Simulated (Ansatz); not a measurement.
Total energies of Na₈Cl₈ (started as a model of: 1x4x4 NaCl rock-salt block) from Ansatz at PBE0-D4/def2-SVP, gas phase (1 Eh = 27.2114 eV = 2625.5 kJ/mol). The reference geometry is relaxed at r2SCAN-D4/def2-SVP.

```xyz
16

Na   -3.3419   -0.2513   -4.0138
Cl   -2.5620    1.7869   -2.7527
Na   -2.1885    3.3246   -0.6717
Cl   -1.2083    5.2185    0.6760
Cl   -2.1128   -2.1354   -2.8771
Na   -1.1468   -0.0824   -1.3949
Cl   -1.1441    1.3279    0.8619
Na    0.0528    3.4879    2.0098
Na   -0.0527   -3.4882   -2.0097
Cl    1.1447   -1.3279   -0.8624
Na    1.1476    0.0826    1.3942
Cl    2.1130    2.1357    2.8773
Cl    1.2080   -5.2187   -0.6756
Na    2.1886   -3.3247    0.6715
Cl    2.5617   -1.7867    2.7525
Na    3.3407    0.2511    4.0148
```

| state | geometry | energy (Eh) |
| --- | --- | --- |
| charge 0 singlet | reference | -4977.37123 |
| charge 1 doublet | reference | -4977.05875 |
| charge -1 doublet | reference | -4977.39503 |

Question: Work out the vertical ionisation energy to the doublet.

Answer: E(charge 1 doublet) − E(charge 0 singlet) = -4977.05875 − (-4977.37123) = 0.31248 Eh = 8.50 eV. For comparison, −ε of the highest occupied level is 6.83 eV at this level, 1.67 eV less.

Question: Work out the vertical electron affinity, to the doublet.

Answer: E(charge 0 singlet) − E(charge -1 doublet) = -4977.37123 − (-4977.39503) = 0.02380 Eh = 0.65 eV. The basis lacks diffuse functions, which makes affinities too small.

Question: Give the fundamental gap IE − EA, the Mulliken electronegativity (IE + EA)/2 and the hardness (IE − EA)/2.

Answer: From the values in Eh: IE − EA = 0.31248 − 0.02380 = 0.28868 Eh = 7.86 eV; (IE + EA)/2 = 4.58 eV; (IE − EA)/2 = 3.93 eV. The HOMO–LUMO gap of the same run is 5.61 eV, 2.25 eV smaller than the fundamental gap.

At PBE0-D4/def2-SVP the highest occupied level of the charge -1 doublet lies above zero (up to 0.16 eV). By energy differences its removal costs 0.65 eV (vertical, to the charge 0 singlet, at PBE0-D4/def2-SVP); self-interaction error and the lack of diffuse functions both raise the level.
